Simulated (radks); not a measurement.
Results of a calculation; reference values are marked as such.
Excited configurations of neutral ytterbium: one electron is placed in a higher orbital outside [Xe] 4f14 6s1. The ground configuration is [Xe] 4f14 6s2. Code: a radial shooting solver on a logarithmic mesh with Libxc functionals. Model: Dirac Kohn-Sham, PBE, spin-unpolarised, spherical densities, finite nucleus; open shells fill j = l - 1/2 first; Fermi nuclear charge, rms radius 5.3108 fm. Excitation = E - E(ground); binding = E(ion) - E, where the ion is the core of charge +1; n* = 1/sqrt(2 binding) in atomic units, and the quantum defect is n - n*.

[
 {"outer orbital": "6p1/2", "excitation (eV)": "2.715", "binding (eV)": "3.821", "n*": "1.887", "quantum defect": "4.113", "eigenvalue (eV)": "-1.895", "<r> (bohr)": "5.243"},
 {"outer orbital": "6d3/2", "excitation (eV)": "5.074", "binding (eV)": "1.463", "n*": "3.050", "quantum defect": "2.950", "eigenvalue (eV)": "-0.716", "<r> (bohr)": "11.74"},
 {"outer orbital": "6f5/2", "excitation (eV)": "5.892", "binding (eV)": "0.645", "n*": "4.594", "quantum defect": "1.406", "eigenvalue (eV)": "-0.367", "<r> (bohr)": "28.66"},
 {"outer orbital": "7s1/2", "excitation (eV)": "4.294", "binding (eV)": "2.242", "n*": "2.463", "quantum defect": "4.537", "eigenvalue (eV)": "-1.327", "<r> (bohr)": "9.662"},
 {"outer orbital": "7p1/2", "excitation (eV)": "4.878", "binding (eV)": "1.658", "n*": "2.864", "quantum defect": "4.136", "eigenvalue (eV)": "-0.955", "<r> (bohr)": "12.29"},
 {"outer orbital": "7d3/2", "excitation (eV)": "5.620", "binding (eV)": "0.917", "n*": "3.852", "quantum defect": "3.148", "eigenvalue (eV)": "-0.526", "<r> (bohr)": "21.54"},
 {"outer orbital": "7f5/2", "excitation (eV)": "6.067", "binding (eV)": "0.470", "n*": "5.383", "quantum defect": "1.617", "eigenvalue (eV)": "-0.289", "<r> (bohr)": "42.81"}
]

The Delta-SCF ionisation energy is 6.537 eV (NIST Atomic Spectra Database: 6.254 eV, measured). Self-interaction in the functional shifts the binding energies and quantum defects, so they are the method's values and not measured ones. Spin polarisation and multiplet splitting are left out, so open shells lie too high by an amount that depends on their filling.

Beside tabulated values, note that spin-unpolarised runs miss the spin-polarisation part of the exchange energy of open shells.
